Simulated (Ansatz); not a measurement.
Ansatz (an electronic-structure program) input (B2GP-PLYP/def2-TZVPD):

Ansatz 0.2 input:
```yaml
crystal:
  periodic: [false, false, false]
  atoms:
    - {symbol: C, position_ang: [-1.89185632, 0.75683520, 0.07922877]}
    - {symbol: C, position_ang: [-0.96048447, -0.33597314, 0.44821360]}
    - {symbol: C, position_ang: [0.28389013, -0.15875099, 1.24398250]}
    - {symbol: C, position_ang: [1.55818684, 0.03541040, 0.42440364]}
    - {symbol: Cl, position_ang: [1.51031136, 1.55951354, -0.54515377]}
    - {symbol: Cl, position_ang: [-1.05574708, -1.78998364, -0.49517011]}
    - {symbol: H, position_ang: [-1.62229510, 1.21193656, -0.88244078]}
    - {symbol: H, position_ang: [-2.91779111, 0.39229070, -0.00682336]}
    - {symbol: H, position_ang: [-1.86032550, 1.54452719, 0.83338742]}
    - {symbol: H, position_ang: [0.45227840, -1.04396865, 1.86916049]}
    - {symbol: H, position_ang: [0.15604136, 0.69486478, 1.91287258]}
    - {symbol: H, position_ang: [1.69597272, -0.77558598, -0.28567908]}
    - {symbol: H, position_ang: [2.43010958, 0.10879841, 1.07005743]}
basis:
  gaussian:
    orbitals: def2-TZVPD
hamiltonian:
  xc: {name: B2GP-PLYP}
magnetization: {spin_polarized: true, initial_magnetization: 1}
correlation: {electrons: outside_noble_gas}
```

End of the output:

```
integrals: 0.96 GiB planned
2017 factors; integrals over basis functions are off by at most 9.6e-4 eV
0.44 GiB of the device are held for the grids
1.85 GiB of device memory are held for the factors and their scratch space
mean field: 3.36 GiB planned
mean field evaluation 1: about -29278.0958 eV, gradient 2.9e1 eV
mean field evaluation 2: about -29278.1770 eV, gradient 2.9e1 eV
mean field evaluation 4: about -29282.4772 eV, gradient 3.7e0 eV
mean field evaluation 8: about -29282.5728 eV, gradient 4.0e-1 eV
mean field evaluation 16: about -29282.5755 eV, gradient 1.9e-3 eV
mean field -29282.57548816 eV, -1076.1148007474 hartree, gradient 4.8e-6 eV, S^2 0.760276; 0 other end points of the search recorded, 0 dependent functions left out
14 core orbitals not correlated
reference -29282.57564810 eV, -1076.1148066250 hartree; 19, 18 occupied and 270, 271 virtual orbitals, 2017 factors
second order -32.15442911 eV of doubles, -0.00000000 eV of singles
Total energy: -29294.15124258 eV, -1076.5402018759 hartree
```

It need not be the lowest isomer of its formula.
